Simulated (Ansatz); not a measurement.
Coupled-cluster diagnostics for SiEt(NMe2)3 (C8H23N3Si), Ansatz.

Geometry of the singlet (PBE-D4/def2-SVP):

```tsv
atom	x (Å)	y (Å)	z (Å)
Si1	-0.258	0.090	-0.012
C2	-1.495	0.896	1.189
C3	-0.953	1.093	2.614
H4	-2.445	0.317	1.206
H5	-1.757	1.884	0.751
H6	-1.686	1.608	3.269
H7	-0.699	0.130	3.104
H8	-0.024	1.700	2.614
N9	1.401	0.561	0.337
C10	1.817	1.945	0.244
C11	2.348	-0.301	1.008
H12	1.984	2.414	1.247
H13	1.048	2.544	-0.285
H14	2.773	2.055	-0.324
H15	1.961	-1.338	1.050
H16	3.332	-0.327	0.477
H17	2.559	0.024	2.059
N18	-0.569	0.674	-1.637
C19	-1.921	0.823	-2.133
C20	0.443	0.761	-2.669
H21	-2.069	1.808	-2.639
H22	-2.657	0.762	-1.306
H23	-2.195	0.033	-2.876
H24	1.447	0.598	-2.230
H25	0.295	0.003	-3.479
H26	0.442	1.762	-3.165
N27	-0.408	-1.656	0.099
C28	-0.841	-2.374	1.278
C29	0.147	-2.505	-0.935
H30	-1.578	-3.172	1.018
H31	-1.334	-1.695	2.000
H32	0.000	-2.879	1.819
H33	0.377	-1.913	-1.842
H34	1.090	-3.022	-0.621
H35	-0.575	-3.304	-1.231
```

Correlated methods freeze 16 core orbitals.

(1) Estimate the CCSD(T) correlation energy, the shares of MP2 and (T), T1 and the reference's ⟨S²⟩ for: charge 0, singlet, own geometry in def2-SVP; and the rough time on 2 threads of AMD EPYC 7R13 on a shared host and a share (18 GiB) of an NVIDIA H100 80GB HBM3.

Results:

(1) 
```json
{"state": "charge 0, singlet, own geometry", "basis": "def2-SVP", "correlation (eV)": "-53.717", "MP2 share (%)": "89.6", "(T) share (%)": "3.0", "T1": "0.010", "⟨S²⟩ (pure)": "0.00 (0.00)", "wall time": "21 s"}
```
Customary marks for T1 are 0.02 (closed shells), 0.045 (open shells) and about 0.05 (3d metals). T1 stays under 0.02 throughout.
